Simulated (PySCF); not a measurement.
Isomers of C4H9NO2Si, one GFN2-xTB conformer each. Single-point energies are computed at PBE0/pcSseg-1 (PySCF, gas phase, no added dispersion term), electronic only.

Question: Rank them by PBE0/pcSseg-1 energy, lowest first (kJ/mol).
A. `[CH3:1][O:2][SiH2:3][O:4][CH2:5][CH2:6][C:7]#[N:8]` with C1–O2–Si3–O4 177°, O2–Si3–O4–C5 54°, Si3–O4–C5–C6 -169°, O4–C5–C6–C7 -178°
B. `[O:1]=[C:2]1[NH:3][CH2:4][CH2:5][C@H:6]1[O:7][SiH3:8]` with C5–C6–O7–Si8 143°, O1–C2–N3–C4 177°, C2–N3–C4–C5 -16°, N3–C4–C5–C6 27°, C4–C5–C6–O7 -151°
C. `[O:1]=[CH:2][N:3]1[CH2:4][CH2:5][CH2:6][Si@@H:7]1[OH:8]` with O1–C2–N3–C4 1°, C6–Si7–O8–H -54°, C2–N3–C4–C5 -150°, N3–C4–C5–C6 -43°, C4–C5–C6–Si7 35°, C5–C6–Si7–O8 102°
D. `[CH3:1][O:2][CH2:3][CH2:4][O:5][SiH2:6][C:7]#[N:8]` with C1–O2–C3–C4 174°, O2–C3–C4–O5 -58°, C3–C4–O5–Si6 36°, C4–O5–Si6–C7 56°
E. `[H]/[N:1]=[CH:2]\[SiH:3]1[O:4][CH2:5][CH2:6][CH2:7][O:8]1` with N1–C2–Si3–O4 -138°, C2–Si3–O4–C5 138°, Si3–O4–C5–C6 17°, O4–C5–C6–C7 -58°, C5–C6–C7–O8 58°
F. `[CH2:1]=[CH:2][O:3][SiH2:4][CH2:5][C:6]([NH2:7])=[O:8]` with C1–C2–O3–Si4 10°, C2–O3–Si4–C5 -57°, O3–Si4–C5–C6 100°, Si4–C5–C6–N7 92°, C5–C6–N7–H -176° and -1°
G. `[CH2:1]=[N:2][C:3](=[CH2:4])[O:5][SiH2:6][O:7][CH3:8]` with C1–N2–C3–C4 -46°, N2–C3–O5–Si6 -1°, C3–O5–Si6–O7 -67°, O5–Si6–O7–C8 -177°
H. `[CH3:1][C@@H:2]1[CH2:3][Si@@H:4]([C:5]([NH2:6])=[O:7])[O:8]1` with C3–Si4–C5–N6 73°, Si4–C5–N6–H 176° and 8°, C1–C2–C3–Si4 -109°, C2–C3–Si4–C5 -115°, C3–Si4–O8–C2 8°, C1–C2–O8–Si4 110°
I. `[CH2:1]=[N:2][SiH:3]1[O:4][CH2:5][CH2:6][CH2:7][O:8]1` with C1–N2–Si3–O4 -122°, N2–Si3–O4–C5 -132°, Si3–O4–C5–C6 41°, O4–C5–C6–C7 -61°, C5–C6–C7–O8 61°

Answer: C (0.0), I (93.8), B (138.1), E (142.4), H (144.1), A (155.9), F (164.0), G (233.1), D (251.4).

As drawn, the lowest has a C=O bond, an O–H bond and a C(=O)–N unit, which the highest lacks; the highest has a C≡N group, which the lowest lacks. Neighbours under 10 kJ/mol apart (O=C1NCC[C@H]1O[SiH3] and [H]/N=C\[SiH]1OCCCO1; [H]/N=C\[SiH]1OCCCO1 and C[C@@H]1C[Si@@H](C(N)=O)O1; CO[SiH2]OCCC#N and C=CO[SiH2]CC(N)=O) can change places with a better method, another conformer or zero-point energy. GFN2-xTB itself gives, in the same order: 0.0, 4.7, 15.2, 97.5, 190.2, 75.2, 156.8, 100.5, 243.7. Both levels put the same isomer lowest; measured from each level's own lowest isomer, the values differ by up to 132.6 kJ/mol (C=NC(=C)O[SiH2]OC: 100.5 against 233.1).

Which frontier levels, dipoles and rotational constants go with these structures?

```tsv
SMILES	HOMO (eV, PBE0/pcSseg-1)	LUMO (eV)	dipole (D)	A, B, C (MHz)
O=CN1CCC[Si@@H]1O	-7.35	0.34	3.95	2398, 1547, 1039
C=N[SiH]1OCCCO1	-7.03	-0.84	0.84	3586, 1290, 1086
O=C1NCC[C@H]1O[SiH3]	-7.37	0.38	4.67	3527, 1297, 1004
[H]/N=C\[SiH]1OCCCO1	-6.79	-0.71	4.10	3508, 1269, 1037
C[C@@H]1C[Si@@H](C(N)=O)O1	-6.98	-0.73	3.34	4480, 971.3, 905.9
CO[SiH2]OCCC#N	-8.38	0.61	4.58	4723, 613.0, 563.0
C=CO[SiH2]CC(N)=O	-6.84	0.42	3.60	2693, 1153, 872.5
C=NC(=C)O[SiH2]OC	-6.53	-1.19	2.33	2981, 1129, 895.7
COCCO[SiH2]C#N	-8.23	-0.35	4.94	1972, 1551, 1063
```
